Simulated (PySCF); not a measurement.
Planning a shielding job on `C[C+](C)/C=C\C1(F)CCC1`.

Method: GIAO PBE0/pcSseg-1 NMR shielding, non-relativistic, gas phase (PySCF 2.14.0, density-fitted response routines). Geometry: GFN2-xTB. Work: shieldings, ring-centre shieldings, charges and field gradients, density fitting. A driver script takes a list of jobs; this job's settings line and coordinates (Å) are shown.

Input:
```
{"job": {"kind": "nmr", "xc": "PBE0", "basis": "pcSseg-1"}, "charge": 1, "multiplicity": 1}
C     -3.491949     0.094716    -0.290135
C     -2.084582    -0.198918    -0.001438
C     -1.770379    -0.796557     1.292050
C     -1.146606     0.001760    -1.027579
C      0.211037     0.134097    -0.996947
C      1.114943     0.397091     0.122539
F      0.450336     0.787704     1.258520
C      2.341804     1.285299    -0.201097
C      3.245905     0.045319    -0.262784
C      2.114527    -0.786194     0.350305
H     -3.613608     0.868829    -1.045713
H     -4.040418     0.350249     0.615346
H     -3.964712    -0.811466    -0.685249
H     -2.606783    -1.383568     1.669439
H     -1.622473     0.014923     2.015188
H     -0.856036    -1.383104     1.287535
H     -1.585984     0.069855    -2.019180
H      0.728363     0.107090    -1.948836
H      2.559286     1.929612     0.647365
H      2.260500     1.886919    -1.101984
H      3.495553    -0.253961    -1.277272
H      4.156677     0.099445     0.325056
H      2.231803    -0.944284     1.419967
H      1.861062    -1.723683    -0.137540
```

Hardware: Arm Neoverse V1, one thread, no GPU, shared host.

Problem. How large is the basis?

Solution. 240 functions for 76 electrons, with 1236 fitting functions; the fitted three-index integrals, 1236 × 240 × 241/2 numbers of 8 bytes, come to 270 MiB.

Problem. How long does the run take?

Solution. About 56 s. The SCF took 14 cycles.

Problem. At this speed, how long would 500 such jobs take on 32 cores, one job a core?

Solution. 500/32 gives 16 rounds of 56 s, about 15 min of wall time and 7.8 core-hours, if the jobs don't slow each other.

The SCF part of the output:
```
coarse grid: 19544 points
cycle   1  E = -450.1834030116  dE =  1.579e+00  |g| = 6.067e-01  |ddm| = 4.372e+00
cycle   2  E = -450.1394924397  dE =  4.391e-02  |g| = 8.096e-01  |ddm| = 1.187e+00
cycle   3  E = -450.2586325816  dE = -1.191e-01  |g| = 7.818e-02  |ddm| = 6.640e-01
cycle   4  E = -450.2594455492  dE = -8.130e-04  |g| = 4.168e-02  |ddm| = 8.726e-02
cycle   5  E = -450.2597666446  dE = -3.211e-04  |g| = 1.518e-02  |ddm| = 4.327e-02
cycle   6  E = -450.2598243219  dE = -5.768e-05  |g| = 4.249e-03  |ddm| = 1.801e-02
cycle   7  E = -450.2598290826  dE = -4.761e-06  |g| = 9.640e-04  |ddm| = 4.380e-03
final grid: 187688 points
cycle   8  E = -450.3272146255  dE = -6.811e-05  |g| = 9.896e-03  |ddm| = 5.147e-02
cycle   9  E = -450.3272043420  dE =  1.028e-05  |g| = 1.245e-02  |ddm| = 1.836e-02
cycle  10  E = -450.3272384570  dE = -3.411e-05  |g| = 1.610e-03  |ddm| = 1.017e-02
cycle  11  E = -450.3272389293  dE = -4.724e-07  |g| = 2.868e-04  |ddm| = 1.475e-03
cycle  12  E = -450.3272389379  dE = -8.534e-09  |g| = 1.865e-04  |ddm| = 3.760e-04
cycle  13  E = -450.3272389469  dE = -9.046e-09  |g| = 3.810e-05  |ddm| = 1.887e-04
cycle  14  E = -450.3272389473  dE = -3.605e-10  |g| = 9.598e-06  |ddm| = 4.657e-05
converged SCF energy = -450.3272389473
```

On the final grid dE counts from the start density on that grid.

Other jobs ran on the host; a repeat could differ by tens of per cent or more.
